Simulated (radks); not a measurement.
Q: These are the eigenvalues of the occupied orbitals of an atom or ion with whole-number occupations (hartree). Method: scalar-relativistic Kohn-Sham, PBE, spin-polarised, spherical densities, finite nucleus; Fermi nuclear charge, rms radius of each element as measured or else 0.836 A^(1/3) + 0.57 fm; computed with a radial shooting solver on a logarithmic mesh with Libxc functionals.

| orbital | eigenvalue |
|---|---|
| 1s up | -804.5868 |
| 1s down | -804.5862 |
| 2s up | -146.7006 |
| 2s down | -146.5942 |
| 2p up | -135.4131 |
| 2p down | -135.3340 |
| 3s up | -50.40528 |
| 3s down | -50.28162 |
| 3p up | -46.74397 |
| 3p down | -46.61481 |
| 3d up | -41.58309 |

Which element is it, and in what charge state? The configuration may be excited. Open shells, if any, are filled with parallel spins first.

A: Z = 43, technetium, charge +24: Tc24+ in [Ar] 3d1. The list shows which subshells hold electrons but not how many an open one holds; the 1s level, -804.59 hartree, gives Z - s = 40.1 by -(Z - s)^2/2, which with screening and relativity narrows Z to a few neighbours, and the depths of the outer levels then fix element, charge and occupations together.
